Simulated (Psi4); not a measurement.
IK, singlet, geometry from GFN2-xTB (such geometries of metal compounds can be far from the true shape) (core potentials on I); Psi4 1.11 with PBE/def2-SVP, TDA.

Psi4 was given this input:
```
memory 2 GB

molecule {
0 1
K    -0.00000000   -0.00000000   -2.32381778
I     0.00000000    0.00000000    0.83306675
symmetry c1
}

set {
  basis def2-svp
  puream true
  save_jk true
  tdscf_states [5]
  tdscf_tda true
  d_convergence 1e-8
}

energy('td-pbe')
print_variables()
```

Output, abridged:

```
   => Loading Basis Set <=

    Name: DEF2-SVP
    Role: ORBITAL
    Keyword: BASIS

    !!!  WARNING: ECP capability is in beta. Please check occupations closely.  !!!

         ---------------------------------------------------------
                                   SCF
               by Justin Turney, Rob Parrish, Andy Simmonett
                          and Daniel G. A. Smith
                              RKS Reference
         ---------------------------------------------------------

  ==> Geometry <==

    Molecular point group: c1
    Full point group: C_inf_v

    Geometry (in Angstrom), charge = 0, multiplicity = 1:

       Center              X                  Y                   Z               Mass
    ------------   -----------------  -----------------  -----------------  -----------------
         K            0.000000000000     0.000000000000    -2.415308156310    38.963706486400
         I            0.000000000000     0.000000000000     0.741576373690   126.904471900000

  Running in c1 symmetry.

  Rotational constants: A = ************  B =      0.05674  C =      0.05674 [cm^-1]
  Rotational constants: A = ************  B =   1701.08373  C =   1701.08373 [MHz]
  Nuclear repulsion =   79.622543263642910

  Charge       = 0
  Multiplicity = 1
  Electrons    = 44
  Nalpha       = 22
  Nbeta        = 22

  ==> Algorithm <==

  SCF Algorithm Type is DF.
  DIIS enabled.
  MOM disabled.
  Fractional occupation disabled.
  Guess Type is SAD.
  Energy threshold   = 1.00e-06
  Density threshold  = 1.00e-08
  Integral threshold = 1.00e-12

  ==> Primary Basis <==

  Basis Set: DEF2-SVP
    Blend: DEF2-SVP
    Number of shells: 20
    Number of basis functions: 50
    Number of Cartesian functions: 54
    Spherical Harmonics?: true
    Max angular momentum: 2

  Core potential: DEF2-SVP
    Number of shells: 4
    Number of ECP primitives: 29
    Number of ECP core electrons: 28
    Max angular momentum: 3

  ==> DFT Potential <==

   => LibXC <=

    Version 7.1.2
    S. Lehtola, C. Steigemann, M. J. T. Oliveira, and M. A. L. Marques,  SoftwareX 7, 1–5 (2018) (10.1016/j.softx.2017.11.002)

   => Composite Functional: PBE <=

    PBE GGA Exchange-Correlation Functional

    J.P. Perdew et. al., Phys. Rev. Lett., 77(18), 3865-3868, 1996

    Deriv               =              1
    GGA                 =           TRUE
    Meta                =          FALSE

    Exchange Hybrid     =          FALSE
    MP2 Hybrid          =          FALSE

   => Exchange Functionals <=

    1.0000     XC_GGA_X_PBE

   => Correlation Functionals <=

    1.0000     XC_GGA_C_PBE

   => LibXC Density Thresholds  <==

    XC_GGA_C_PBE:  1.00E-12
    XC_GGA_X_PBE:  1.00E-15

   => Molecular Quadrature <=

    Radial Scheme          =       TREUTLER
    Pruning Scheme         =           NONE
    Nuclear Scheme         =       TREUTLER

    Blocking Scheme        =         OCTREE
    BS radius alpha        =              1
    Pruning alpha          =              1
    Radial Points          =             75
    Spherical Points       =            302
    Total Points           =          43969
    Total Blocks           =            468
    Max Points             =            256
    Max Functions          =             50
    Weights Tolerance      =       1.00E-15

   => Loading Basis Set <=

    Name: (DEF2-SVP AUX)
    Role: JKFIT
    Keyword: DF_BASIS_SCF

  ==> Integral Setup <==

  SCF_SUBTYPE=INCORE selected. In-core MEM_DF algorithm will be used.
  Using in-core AOs.

  ==> MemDFJK: Density-Fitted J/K Matrices <==

    J tasked:                   Yes
    K tasked:                    No
    wK tasked:                   No
    Algorithm:                 Core
    Schwarz Cutoff:           1E-12
    Mask sparsity (%):       2.4000
    Fitting Condition:        1E-10

   => Auxiliary Basis Set <=

  Basis Set: (DEF2-SVP AUX)
    Blend: DEF2-UNIVERSAL-JKFIT
    Number of shells: 90
    Number of basis functions: 378
    Number of Cartesian functions: 512
    Spherical Harmonics?: true
    Max angular momentum: 5

  Minimum eigenvalue in the overlap matrix is 2.9541543650E-02.
  Reciprocal condition number of the overlap matrix is 9.0109257262E-03.
    Using symmetric orthogonalization.

  ==> Pre-Iterations <==

  SCF Guess: Superposition of Atomic Densities via on-the-fly atomic UHF (no occupation information).

   -------------------------
    Irrep   Nso     Nmo
   -------------------------
     A         50      50
   -------------------------
    Total      50      50
   -------------------------

  ==> Iterations <==

                           Total Energy        Delta E     RMS |[F,P]|

   @DF-RKS iter SAD:  -894.40236125011495   -8.94402e+02   0.00000e+00
   @DF-RKS iter   1:  -897.12093872349055   -2.71858e+00   1.22016e-02 DIIS/ADIIS
   @DF-RKS iter   2:  -893.62828194564179    3.49266e+00   3.15715e-02 DIIS/ADIIS
   @DF-RKS iter   3:  -897.37646902990878   -3.74819e+00   3.57670e-03 DIIS/ADIIS
   @DF-RKS iter   4:  -897.38137914947276   -4.91012e-03   1.80596e-03 DIIS/ADIIS
   @DF-RKS iter   5:  -897.38991460333818   -8.53545e-03   4.16175e-04 DIIS/ADIIS
   @DF-RKS iter   6:  -897.39019511525157   -2.80512e-04   1.20378e-04 DIIS/ADIIS
   @DF-RKS iter   7:  -897.39022782020618   -3.27050e-05   7.00212e-06 DIIS
   @DF-RKS iter   8:  -897.39022792417620   -1.03970e-07   1.33624e-06 DIIS
   @DF-RKS iter   9:  -897.39022792887874   -4.70254e-09   1.15747e-07 DIIS
   @DF-RKS iter  10:  -897.39022792891365   -3.49019e-11   3.47971e-08 DIIS
   @DF-RKS iter  11:  -897.39022792891603   -2.38742e-12   3.08607e-09 DIIS
  Energy and wave function converged.

  ==> Post-Iterations <==

   Electrons on quadrature grid:
      Ntotal   =   44.0000274301 ; deviation = 2.743e-05

    Orbital Energies [Eh]
    ---------------------

    Doubly Occupied:

[...]
      22A     -0.153815

    Virtual:

[...]
      50A     55.899030

    Final Occupation by Irrep:
              A
    DOCC [    22 ]
[...]
  @DF-RKS Final Energy:  -897.39022792891603
    Total Energy =                       -897.3902279289160333
[...]

 L = 1.  Multiply by 2.5417464519 to convert [e a0] to [Debye]
 Dipole X            :         -0.0000000            0.0000000           -0.0000000
 Dipole Y            :          0.0000000            0.0000000            0.0000000
 Dipole Z            :         47.3964652          -51.6867414           -4.2902762
 Magnitude           :                                                    4.2902762

 ------------------------------------------------------------------------------------

******************************************************************************************
**********                               WARNING                                **********
**********       The names of excited state variables changed between 1.5       **********
**********     and 1.6. For a quick solution, remove the symmetry specifier     **********
**********   from the variable name. For full details, see 'Notes on Psivars'   **********
**********                        in the documentation.                         **********
******************************************************************************************

         ---------------------------------------------------------
                         TDSCF excitation energies
                 by Andrew M. James and Daniel G. A. Smith
         ---------------------------------------------------------

  ==> Options <==

     Residual threshold  : 1.0000e-06
     Initial guess       : denominators
     Reference           : RHF
     Solver type         : TDA (Davidson)

  ==> Requested Excitations <==

      5 singlet states with A symmetry

  ==> Seeking the lowest 5 singlet states with A symmetry

                         Generalized Davidson Solver
                               By Ruhee Dcunha

  ==> Options <==

    Max number of iterations        = 60
    Eigenvector tolerance           = 1.0000e-06
    Max number of expansion vectors = 1500

  => Iterations <=
                           Max[D[value]]     Max[|R|]   # vectors
  DavidsonSolver iter   1:   1.43698e-01  3.76268e-02     20
  DavidsonSolver iter   2:   2.25954e-03  7.16689e-03     25
  DavidsonSolver iter   3:   2.71330e-05  6.08065e-04     30
  DavidsonSolver iter   4:   3.55968e-07  5.26048e-05     35
  DavidsonSolver iter   5:   9.18004e-10  2.01841e-06     38
  DavidsonSolver iter   6:   2.83262e-12  7.03102e-07     39      Converged

******************************************************************************************
**********                               WARNING                                **********
**********  Length-gauge rotatory strengths are **NOT** gauge-origin invariant  **********
******************************************************************************************

                                    Excitation Energy         Total Energy        Oscillator Strength             Rotatory Strength
     #   Sym: GS->ES (Trans)        au              eV              au          au (length)    au (velocity)    au (length)    au (velocity)
    ---- -------------------- --------------- --------------- --------------- --------------- --------------- --------------- ---------------
     1        A->A (1 A)       0.07699         2.09502        -897.31324       0.0087          0.0035          0.0000          0.0000
     2        A->A (1 A)       0.07699         2.09502        -897.31324       0.0087          0.0035         -0.0000         -0.0000
     3        A->A (1 A)       0.10049         2.73454        -897.28974       0.1255          0.0345         -0.0000         -0.0000
     4        A->A (1 A)       0.14361         3.90796        -897.24661       0.0000          0.0000          0.0000          0.0000
     5        A->A (1 A)       0.14363         3.90828        -897.24660       0.0000          0.0000         -0.0000         -0.0000

Contributing excitations
Only contributions with abs(coeff) > 1.00e-01 will be printed:

Excited State    1 (1 A):   0.07699 au   591.80 nm f = 0.0087
  Sums of squares: Xssq =  1.000000e+00
     21a  ->  23a    -0.118784 ( 1.411%)
     22a  ->  23a    -0.992797 (98.565%)

Excited State    2 (1 A):   0.07699 au   591.80 nm f = 0.0087
  Sums of squares: Xssq =  1.000000e+00
     21a  ->  23a    -0.992797 (98.565%)
     22a  ->  23a     0.118784 ( 1.411%)

Excited State    3 (1 A):   0.10049 au   453.40 nm f = 0.1255
  Sums of squares: Xssq =  1.000000e+00
     20a  ->  23a     0.980808 (96.199%)
     21a  ->  24a    -0.100646 ( 1.013%)
     22a  ->  25a    -0.100646 ( 1.013%)

Excited State    4 (1 A):   0.14361 au   317.26 nm f = 0.0000
  Sums of squares: Xssq =  1.000000e+00
     21a  ->  24a    -0.453404 (20.558%)
     21a  ->  25a     0.542496 (29.430%)
     22a  ->  24a     0.542496 (29.430%)
     22a  ->  25a     0.453404 (20.558%)

Excited State    5 (1 A):   0.14363 au   317.23 nm f = 0.0000
  Sums of squares: Xssq =  1.000000e+00
     21a  ->  24a    -0.542496 (29.430%)
     21a  ->  25a    -0.453404 (20.558%)
     22a  ->  24a    -0.453404 (20.558%)
     22a  ->  25a     0.542496 (29.430%)

******************************************************************************************
**********                               WARNING                                **********
**********       The names of excited state variables changed between 1.5       **********
**********     and 1.6. For a quick solution, remove the symmetry specifier     **********
**********   from the variable name. For full details, see 'Notes on Psivars'   **********
**********                        in the documentation.                         **********
******************************************************************************************

  Variable Map:
  ----------------------------------------------------------------------------
[...]
  Array Variable Map:
  ----------------------------------------------------------------------------
[...]
[...]
```
